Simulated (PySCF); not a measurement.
# SiF3, doublet: computed properties

These are results of PySCF, UB3LYP, basis Si def2-TZVP, F def2-TZVP (no relativity, density fitting), not measurements.

The structure is a minimum.

```
Point group                                                                   : C3v
Bond lengths                                                                  : Si–F 1.588 Å (×3)
Bond angles                                                                   : F–Si–F 108.0° (×3)
Enthalpy at 298.15 K above 0 K                                                : 13.51 kJ/mol
Highest occupied level (α)                                                    : -7.62 eV
Lowest empty level (β)                                                        : -3.87 eV
Heat capacity Cp at 298.15 K                                                  : 60.1 J/(mol K)
Atomisation energy without zero-point energy                                  : 1655 kJ/mol
Rotational symmetry number                                                    : 3
Spin squared ⟨S²⟩                                                             : 0.751
Zero-point energy                                                             : 21.9 kJ/mol
Dipole moment                                                                 : 1.21 D
Rotational constants                                                          : 0.2451, 0.2451, 0.1344 cm⁻¹
Principal polarisabilities                                                    : 20.2, 24.8, 24.8 bohr³
Entropy at 298.15 K and 1 bar (electronic part: spin only)                    : 283.4 J/(mol K)
Principal quadrupole moments (Buckingham, traceless) about the centre of mass : -1.70, -1.70, 3.39 D Å
```

Harmonic modes (masses in u: Si 27.977, F 18.998):
```tsv
symmetry	ω (cm⁻¹)	IR (km/mol, summed over degenerate members)	μ (u)
e	281	20.7	19.82
a1	396	57.6	21.91
a1	816	71.7	20.70
e	943	371	22.48
```

In C3v the vibrations span 2e + 2a1.

Charges (e):
```csv
atom,Mulliken,Löwdin,polar tensor,spin (Mulliken),Mayer order to Si1
Si1,0.81,-0.09,1.74,0.88,–
"F2,3,4",-0.27,0.03,-0.58,0.04,1.13
```

Mulliken populations on Si1: s 5.15, p 7.28, d 0.61, f 0.15.

Only a few start shapes were tried, so a lower isomer may exist.

The final relaxation and frequency run took 50 s on 4 threads of a shared Arm Neoverse V1 host, with 130 basis functions and 10 gradients; the process peaked at 1.4 GiB. Launch command: `OMP_NUM_THREADS=4 python axn.py task.json out`.
